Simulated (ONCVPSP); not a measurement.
# Tc: ONCV pseudisation with LDA (Perdew-Wang 92), scalar-relativistic reference atom.

The input file (ONCVPSP 4.0.1):

```
# ATOM AND REFERENCE CONFIGURATION
# atsym  z   nc   nv     iexc    psfile
  Tc 43.00    6    3  -001012      upf
#
#   n    l    f
    1    0    2.00
    2    0    2.00
    2    1    6.00
    3    0    2.00
    3    1    6.00
    3    2   10.00
    4    0    2.00
    4    1    6.00
    4    2    5.00
#
# PSEUDOPOTENTIAL AND OPTIMIZATION
# lmax
    2
#
#   l,   rc,      ep,       ncon, nbas, qcut
    0    1.60    0.00    3    8    6.60
    1    1.25    0.00    4    7    6.70
    2    2.15    0.00    4    9    6.30
#
# LOCAL POTENTIAL
# lloc, lpopt,  rc(5),   dvloc0
    4    1    1.10    0.00
#
# VANDERBILT-KLEINMAN-BYLANDER PROJECTORs
# l, nproj, debl
    0    3    1.10
    1    2    1.90
    2    3    0.40
#
# MODEL CORE CHARGE
# icmod, fcfact, rcfact
    1    0.55    0.00
#
# LOG DERIVATIVE ANALYSIS
# epsh1, epsh2, depsh
   -5.00    5.00    0.04
#
# OUTPUT GRID
# rlmax, drl
    6.00    0.01
#
# TEST CONFIGURATIONS
# ncnf
    4
# nvcnf
#   n    l    f
    4
    4    0    2.00
    4    1    6.00
    4    2    5.00
    5    0    2.00
#
    4
    4    0    2.00
    4    1    6.00
    4    2    5.00
    5    0    1.00
#
    3
    4    0    2.00
    4    1    6.00
    4    2    4.00
#
    4
    4    0    2.00
    4    1    6.00
    4    2    5.00
    5    1    1.00
#
```

Command:

```bash
oncvpsp.x < Tc.dat > Tc.out
```

The program printed (shortened: citation, most of the input echo, consistency checks and plot data are left out):

```
ONCVPSP  (Optimized Norm-Conservinng Vanderbilt PSeudopotential)
scalar-relativistic version 4.0.1

#   n    l    f        energy (Ha)
    1    0    2.00    -7.6647719E+02
    2    0    2.00    -1.0989356E+02
    2    1    6.00    -9.8488469E+01
    3    0    2.00    -1.9615973E+01
    3    1    6.00    -1.5872161E+01
    3    2   10.00    -9.7929552E+00
    4    0    2.00    -3.2973737E+00
    4    1    6.00    -2.2687883E+00
    4    2    5.00    -8.3557524E-01

Reference configufation results
  iterations    22
  all-electron total energy (Ha)   -4.28039064D+03

Begin loop to  construct optimized pseudo wave functions
and semi-local pseudopoentials for all angular momenta

WARNING wellstate: negative energy specified for n= 5 l=  0
WARNING scattering state with energy  0.25000000
WARNING will be used for the first projector

   Wellstate for l =  0  n =  6
     eigenvalue =   0.2500
     asymptotic potential =   0.7500
     half-point radius =  3.8201

   Wellstate for l =  0  n =  7
     eigenvalue =   1.3500
     asymptotic potential =   1.8500
     half-point radius =  4.1261

Calculating optimized projector #   1

 for l=   0

    Fraction of norm inside rc  0.920593
    Optimizing pswf for qcut=   6.59 a_B^-1,  ecut=  21.74 Ha
    Residual kinetic energy error=  2.73D-05 Ha

    Energy error per electron        Cutoff
         Ha          eV             Ha
         0.01000     0.27211       12.18
         0.00100     0.02721       16.48
         0.00010     0.00272       19.74
         0.00001     0.00027       55.45

Calculating optimized projector #   2

 for l=   0

    Fraction of norm inside rc  0.049459
    Optimizing pswf for qcut=   6.59 a_B^-1,  ecut=  21.74 Ha
    Residual kinetic energy error=  3.51D-05 Ha

    Energy error per electron        Cutoff
         Ha          eV             Ha
         0.01000     0.27211        9.59
         0.00100     0.02721       16.01
         0.00010     0.00272       19.97
         0.00001     0.00027       39.32

Calculating optimized projector #   3

 for l=   0

    Fraction of norm inside rc  0.048461
    Optimizing pswf for qcut=   6.59 a_B^-1,  ecut=  21.74 Ha
    Residual kinetic energy error=  6.13D-05 Ha

    Energy error per electron        Cutoff
         Ha          eV             Ha
         0.01000     0.27211       10.97
         0.00100     0.02721       16.98
         0.00010     0.00272       20.94
         0.00001     0.00027       35.24

WARNING wellstate: negative energy specified for n= 5 l=  1
WARNING scattering state with energy  0.25000000
WARNING will be used for the first projector

   Wellstate for l =  1  n =  6
     eigenvalue =   0.2500
     asymptotic potential =   0.7500
     half-point radius =  4.7318

Calculating optimized projector #   1

 for l=   1

    Fraction of norm inside rc  0.621034
    Optimizing pswf for qcut=   6.69 a_B^-1,  ecut=  22.37 Ha
    Residual kinetic energy error=  4.52D-03 Ha

    Energy error per electron        Cutoff
         Ha          eV             Ha
         0.01000     0.27211       17.53
         0.00100     0.02721       67.35
         0.00010     0.00272       92.26
         0.00001     0.00027      121.33

Calculating optimized projector #   2

 for l=   1

    Fraction of norm inside rc  0.035370
    Optimizing pswf for qcut=   6.69 a_B^-1,  ecut=  22.37 Ha
    Residual kinetic energy error=  8.18D-04 Ha

    Energy error per electron        Cutoff
         Ha          eV             Ha
         0.01000     0.27211        8.47
         0.00100     0.02721       21.37
         0.00010     0.00272       45.80
         0.00001     0.00027       87.07

WARNING wellstate: negative energy specified for n= 5 l=  2
WARNING scattering state with energy  0.25000000
WARNING will be used for the first projector

   Wellstate for l =  2  n =  6
     eigenvalue =   0.2500
     asymptotic potential =   0.7500
     half-point radius =  6.8063

   Wellstate for l =  2  n =  6
     eigenvalue =   0.6500
     asymptotic potential =   1.1500
     half-point radius =  4.8797

Calculating optimized projector #   1

 for l=   2

    Fraction of norm inside rc  0.805792
    Optimizing pswf for qcut=   6.31 a_B^-1,  ecut=  19.88 Ha
    Residual kinetic energy error=  2.06D-05 Ha

    Energy error per electron        Cutoff
         Ha          eV             Ha
         0.01000     0.27211       12.81
         0.00100     0.02721       15.84
         0.00010     0.00272       18.41
         0.00001     0.00027       27.46

Calculating optimized projector #   2

 for l=   2

    Fraction of norm inside rc  0.066759
    Optimizing pswf for qcut=   6.31 a_B^-1,  ecut=  19.88 Ha
    Residual kinetic energy error=  1.91D-05 Ha

    Energy error per electron        Cutoff
         Ha          eV             Ha
         0.01000     0.27211       11.36
         0.00100     0.02721       15.24
         0.00010     0.00272       18.14
         0.00001     0.00027       21.07

Calculating optimized projector #   3

 for l=   2

    Fraction of norm inside rc  0.094793
    Optimizing pswf for qcut=   6.31 a_B^-1,  ecut=  19.88 Ha
    Residual kinetic energy error=  4.49D-05 Ha

    Energy error per electron        Cutoff
         Ha          eV             Ha
         0.01000     0.27211       12.51
         0.00100     0.02721       16.15
         0.00010     0.00272       19.09
         0.00001     0.00027       25.91

Construct Vanderbilt / Kleinmman-Bylander projectors

B matrix Hermiticity error, ll=   0
   1   2   -3.4879E-04
   1   3    4.2343E-04
   2   3    3.6168E-05

  Orthonormal projector coefficients  1.4395E+01  4.5899E+00  1.0470E+00

B matrix Hermiticity error, ll=   1
   1   2   -2.3201E-04

  Orthonormal projector coefficients  8.2675E+00  2.2381E+00

B matrix Hermiticity error, ll=   2
   1   2   -6.6654E-05
   1   3   -1.0349E-04
   2   3   -1.2768E-05

  Orthonormal projector coefficients -3.7016E+00  2.8389E+00 -9.5614E-01

Model core correction analysis
  based on d2Exc/dn_idn_j

d2excae - all-electron derivatives

   -3.134520D-02   -2.844373D-02   -1.812711D-02
   -2.844386D-02   -2.699610D-02   -1.908315D-02
   -1.812729D-02   -1.908322D-02   -1.750738D-02

d2excps - pseudofunction derivatives with no core correction

   -4.336350D-02   -3.429994D-02   -1.908731D-02
   -3.430089D-02   -3.195282D-02   -2.098933D-02
   -1.908768D-02   -2.098947D-02   -1.915970D-02

rms 2nd derivative error    5.264667E-03

Polynomial model core charge

d2excps - pseudofunction derivatives with core correction

   -2.811600D-02   -2.680780D-02   -1.705948D-02
   -2.680776D-02   -2.742449D-02   -1.957904D-02
   -1.705951D-02   -1.957908D-02   -1.865536D-02

rms 2nd derivative error    1.492721E-03

Pseudoatom total energy  -79.895185

Diagnostic tests using Vanderbilt-Kleinman-Bylander pseudopotentials
  1 or more projectors used as specified by nproj input data

   l    rcore       rmatch      e in        delta e   norm test  slope test

   0   1.6006907   1.6492911  -3.2973737   0.0000395   1.0002023   1.0002109
   0   1.6006907   1.6492911   0.2500000   0.0001222   1.0002831   1.0002831
   0   1.6006907   1.6492911   1.3500000   0.0001827   1.0002946   1.0002946

   1   1.2525360   1.2905657  -2.2687883  -0.0000220   1.0001410   1.0001770
   1   1.2525360   1.2905657   0.2500000   0.0000043   1.0004075   1.0004075

   2   2.1587704   2.2243153  -0.8355752  -0.0000022   1.0000790   1.0000866
   2   2.1587704   2.2243153   0.2500000   0.0000057   1.0001835   1.0001835
   2   2.1587704   2.2243153   0.6500000   0.0000146   1.0001823   1.0001823

 Testing for bound ghosts
   n   l    E NL Schr. Eq   E Basis Diag.   E Cutoff

   1   0       -3.297334       -3.297372    136.75

   2   1       -2.268810       -2.268206    141.51

   3   2       -0.835577       -0.835491    119.05

 Testing for highly-localized positive-energy ghosts
       l    <radius>/rc     E Basis Diag.   E Cutoff

       0        0.580152       12.290989    136.75  WARNING - GHOST(+)

Test configuration 0

   n   l     f        eae           eps        diff
   1   0  2.0000 -766.47719497
   2   0  2.0000 -109.89356103
   2   1  6.0000  -98.48846917
   3   0  2.0000  -19.61597348
   3   1  6.0000  -15.87216129
   3   2 10.0000   -9.79295519
   4   0  2.0000   -3.29737367   -3.29733414    3.95D-05
   4   1  6.0000   -2.26878829   -2.26881028   -2.20D-05
   4   2  5.0000   -0.83557524   -0.83557749   -2.25D-06

    Total energies and differences
      AE_ref= -4.28039064D+03  AE_tst= -4.28039064D+03  dif=  0.00D+00
      PS_ref= -7.98951852D+01  PS_tst= -7.98951852D+01  dif= -4.26D-14
      PSP excitation error=  4.26D-14

Test configuration 1

   n   l     f        eae           eps        diff
   1   0  2.0000 -765.87129958
   2   0  2.0000 -109.29515555
   2   1  6.0000  -97.88955784
   3   0  2.0000  -19.01634009
   3   1  6.0000  -15.27256790
   3   2 10.0000   -9.19389937
   4   0  2.0000   -2.69707619   -2.69371950    3.36D-03
   4   1  6.0000   -1.66844660   -1.66717462    1.27D-03
   4   2  5.0000   -0.25032538   -0.25025728    6.81D-05
   5   0  2.0000   -0.19327018   -0.19320357    6.66D-05

    Total energies and differences
      AE_ref= -4.28039064D+03  AE_tst= -4.28125862D+03  dif= -8.68D-01
      PS_ref= -7.98951852D+01  PS_tst= -8.07631270D+01  dif= -8.68D-01
      PSP excitation error= -3.86D-05

Test configuration 2

   n   l     f        eae           eps        diff
   1   0  2.0000 -766.15338709
   2   0  2.0000 -109.57417586
   2   1  6.0000  -98.16878486
   3   0  2.0000  -19.29603632
   3   1  6.0000  -15.55224968
   3   2 10.0000   -9.47334542
   4   0  2.0000   -2.97773637   -2.97562835    2.11D-03
   4   1  6.0000   -1.94938962   -1.94857566    8.14D-04
   4   2  5.0000   -0.52575309   -0.52566977    8.33D-05
   5   0  1.0000   -0.43066209   -0.43055393    1.08D-04

    Total energies and differences
      AE_ref= -4.28039064D+03  AE_tst= -4.28094904D+03  dif= -5.58D-01
      PS_ref= -7.98951852D+01  PS_tst= -8.04535952D+01  dif= -5.58D-01
      PSP excitation error=  6.46D-06

Test configuration 3

   n   l     f        eae           eps        diff
   1   0  2.0000 -767.01572559
   2   0  2.0000 -110.43858530
   2   1  6.0000  -99.03303067
   3   0  2.0000  -20.15484700
   3   1  6.0000  -16.41100185
   3   2 10.0000  -10.33271820
   4   0  2.0000   -3.81240458   -3.81014466    2.26D-03
   4   1  6.0000   -2.77441771   -2.77264101    1.78D-03
   4   2  4.0000   -1.29967090   -1.29783429    1.84D-03

    Total energies and differences
      AE_ref= -4.28039064D+03  AE_tst= -4.27932751D+03  dif=  1.06D+00
      PS_ref= -7.98951852D+01  PS_tst= -7.88327399D+01  dif=  1.06D+00
      PSP excitation error=  6.89D-04

Test configuration 4

   n   l     f        eae           eps        diff
   1   0  2.0000 -766.20062072
   2   0  2.0000 -109.62040443
   2   1  6.0000  -98.21495768
   3   0  2.0000  -19.34292358
   3   1  6.0000  -15.59910611
   3   2 10.0000   -9.52009580
   4   0  2.0000   -3.02479332   -3.02393164    8.62D-04
   4   1  6.0000   -1.99621539   -1.99585882    3.57D-04
   4   2  5.0000   -0.56863438   -0.56854195    9.24D-05
   5   1  1.0000   -0.28569949   -0.28569792    1.57D-06

    Total energies and differences
      AE_ref= -4.28039064D+03  AE_tst= -4.28077705D+03  dif= -3.86D-01
      PS_ref= -7.98951852D+01  PS_tst= -8.02816645D+01  dif= -3.86D-01
      PSP excitation error=  6.82D-05
```

The run took about 4.7 s on one core of a shared server CPU.
